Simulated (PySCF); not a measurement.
OSn, triplet, at a GFN2-xTB geometry (such geometries of metal compounds can be far from the true shape) (the spin is typed, not shown lowest) (all electrons, no relativity), with bond 1-2 at 2.0 times its length; PBE/STO-3G (PySCF).

PySCF was given this input:
```python
from pyscf import gto, scf, dft

mol = gto.Mole()
mol.atom = '''
    Sn    0.00000000    0.00000000   -2.17888488
    O     0.00000000    0.00000000    1.65067036
'''
mol.basis = 'sto-3g'
mol.spin = 2
mol.verbose = 4
mol.build()

mf = dft.UKS(mol)
mf.xc = 'pbe'
mf.diis_space = 20
mf.kernel()
mf.analyze()
```

What the program printed (banner, timings and long lists left out):

```
PySCF version 2.14.0

[INPUT] verbose = 4
[INPUT] num. atoms = 2
[INPUT] num. electrons = 58
[INPUT] charge = 0
[INPUT] spin (= nelec alpha-beta = 2S) = 2
[INPUT] symmetry False subgroup None
[INPUT] Mole.unit = angstrom
[INPUT] Symbol           X                Y                Z      unit          X                Y                Z       unit  Magmom
[...]
nuclear repulsion = 55.2729680347946
number of shells = 14
number of NR pGTOs = 96
number of NR cGTOs = 32
basis = sto-3g
ecp = {}

******** <class 'pyscf.dft.uks.UKS'> ********
method = UKS
initial guess = minao
damping factor = 0
level_shift factor = 0
DIIS = <class 'pyscf.scf.diis.CDIIS'>
diis_start_cycle = 1
diis_space = 20
diis_damp = 0
SCF conv_tol = 1e-09
SCF conv_tol_grad = None
SCF max_cycles = 50
direct_scf = True
direct_scf_tol = 1e-13
number electrons alpha = 30  beta = 28
XC library pyscf.dft.libxc version 7.1.2
    S. Lehtola, C. Steigemann, M. J. T. Oliveira, and M. A. L. Marques,  SoftwareX 7, 1–5 (2018)
XC functionals = pbe
    J. P. Perdew, K. Burke, and M. Ernzerhof,  Phys. Rev. Lett. 77, 3865 (1996)
    J. P. Perdew, K. Burke, and M. Ernzerhof,  Phys. Rev. Lett. 78, 1396 (1997)
    J. P. Perdew, K. Burke, and M. Ernzerhof,  Phys. Rev. Lett. 77, 3865 (1996)
    J. P. Perdew, K. Burke, and M. Ernzerhof,  Phys. Rev. Lett. 78, 1396 (1997)
radial grids:
    Treutler-Ahlrichs [JCP 102, 346 (1995); DOI:10.1063/1.469408] (M4) radial grids

becke partition: Becke, JCP 88, 2547 (1988); DOI:10.1063/1.454033
pruning grids: <function nwchem_prune>
grids dens level: 3
symmetrized grids: False
atomic radii adjust function: <function treutler_atomic_radii_adjust>
small_rho_cutoff = 0
Set gradient conv threshold to 3.16228e-05
tot grids = 36040
init E= -6022.14370265058

cycle= 1 E= -6034.37126190037  delta_E= -12.2  |g|= 0.354  |ddm|= 2.47

cycle= 2 E= -6036.12202965734  delta_E= -1.75  |g|= 0.39  |ddm|= 3.58

cycle= 3 E= -6036.88634507779  delta_E= -0.764  |g|= 0.072  |ddm|= 1.88

cycle= 4 E= -6030.85387796652  delta_E= 6.03  |g|= 0.16  |ddm|= 3.91

cycle= 5 E= -6034.32771761742  delta_E= -3.47  |g|= 0.0909  |ddm|= 1.68

cycle= 6 E= -6036.86261340134  delta_E= -2.53  |g|= 0.118  |ddm|= 3.56

cycle= 7 E= -6036.86234209071  delta_E= 0.000271  |g|= 0.119  |ddm|= 0.00241

cycle= 8 E= -6036.87543231737  delta_E= -0.0131  |g|= 0.129  |ddm|= 0.103

cycle= 9 E= -6034.33795098611  delta_E= 2.54  |g|= 0.173  |ddm|= 3.55

cycle= 10 E= -6038.05709302275  delta_E= -3.72  |g|= 0.33  |ddm|= 3.23

[...]

cycle= 50 E= -6030.87990738251  delta_E= 6.91  |g|= 0.338  |ddm|= 3.72
SCF not converged.
SCF energy = -6030.87990738251 after 50 cycles  <S^2> = 2.0000003  2S+1 = 3.0000002
**** SCF Summaries ****
Total Energy =                       -6030.879907382513920
Nuclear Repulsion Energy =              55.272968034794566
One-electron Energy =                -8501.189654801857614
Two-electron Energy =                 2415.036779384549391
Two-electron Coulomb Energy =         2583.543606753319182
DFT Exchange-Correlation Energy =     -168.506827368769592
**** MO energy ****
                             alpha | beta                alpha | beta
[...]
To work with the spin densities directly, `use mulliken_meta_spin()` only printing them here.

 ** Mulliken spin pop alpha/beta on meta-lowdin orthogonal AOs **
 ** Mulliken Spin Density (per AO)  **
spin_pop of  0 Sn 1s        0.00000
spin_pop of  0 Sn 2s        0.00000
spin_pop of  0 Sn 3s        0.00000
spin_pop of  0 Sn 4s        0.00000
spin_pop of  0 Sn 5s        0.00098
spin_pop of  0 Sn 2px       0.00000
spin_pop of  0 Sn 2py       0.00000
spin_pop of  0 Sn 2pz       0.00000
spin_pop of  0 Sn 3px       0.00000
spin_pop of  0 Sn 3py       0.00000
spin_pop of  0 Sn 3pz       0.00000
spin_pop of  0 Sn 4px       0.00000
spin_pop of  0 Sn 4py       0.00000
spin_pop of  0 Sn 4pz       0.00001
spin_pop of  0 Sn 5px       0.00000
spin_pop of  0 Sn 5py       0.00000
spin_pop of  0 Sn 5pz       0.00642
spin_pop of  0 Sn 3dxy      0.00000
spin_pop of  0 Sn 3dyz      0.00000
spin_pop of  0 Sn 3dz^2     0.00000
spin_pop of  0 Sn 3dxz      0.00000
spin_pop of  0 Sn 3dx2-y2    0.00000
spin_pop of  0 Sn 4dxy      0.00000
spin_pop of  0 Sn 4dyz      0.00000
spin_pop of  0 Sn 4dz^2     0.00000
spin_pop of  0 Sn 4dxz      0.00000
spin_pop of  0 Sn 4dx2-y2    0.00000
spin_pop of  1 O 1s        0.00005
spin_pop of  1 O 2s        0.99288
spin_pop of  1 O 2px      -0.00000
spin_pop of  1 O 2py      -0.00000
spin_pop of  1 O 2pz       0.99966
 ** Mulliken Spin Density (per atom)  **
spin density of  0 Sn =      0.00741
spin density of  1 O =      1.99259
 ** Mulliken pop alpha/beta on meta-lowdin orthogonal AOs **
 ** Mulliken pop       alpha | beta **
[...]
In total            30.00000 | 28.00000
 ** Mulliken atomic charges   ( Nelec_alpha | Nelec_beta ) **
charge of  0Sn =     -3.99258  (    27.00000     26.99258 )
charge of  1O =      3.99258  (     3.00000      1.00742 )
Dipole moment(X, Y, Z, Debye): -0.00000,  0.00000, 73.46002
```

Convergence was not reached.
